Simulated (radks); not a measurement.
Question: The mean radii <r> (bohr) of the occupied orbitals of an atom or ion are listed with their occupations. Method: scalar-relativistic Kohn-Sham, XLYP, spin-polarised, spherical densities, finite nucleus; Fermi nuclear charge, rms radius of each element as measured or else 0.836 A^(1/3) + 0.57 fm; computed with a radial shooting solver on a logarithmic mesh with Libxc functionals.

orbital  occ.      <r>
1s up       1  0.01866
1s down     1  0.01866
2s up       1  0.07896
2s down     1  0.07896
2p up       3  0.07056
2p down     3  0.07056
3s up       1   0.2048
3s down     1   0.2048
3p up       3   0.2049
3p down     3   0.2049
3d up       5   0.1856
3d down     5   0.1856
4s up       1   0.4588
4s down     1   0.4588
4p up       3   0.4877
4p down     3   0.4877
4d up       5   0.5232
4d down     5   0.5230
5s up       1    1.103
5s down     1    1.097
5p up       3    1.299
5p down     3    1.290
4f up       7   0.6419
4f down     7   0.6374
6s up       1    3.022
5d up       3    2.097

Name the element and its charge. Open shells, if any, are filled with parallel spins first.

Answer: Z = 73, tantalum, charge +1: Ta+ in [Xe] 4f14 5d3 6s1. The 1s radius gives Z: for a bare nucleus <r> = (2 gamma + 1)/(2Z) with gamma = sqrt(1 - (Z/c)^2), 0.01844 bohr for Z = 73, and screening makes it slightly larger (0.01866 here). The occupations add up to 72, and the charge is Z minus that.
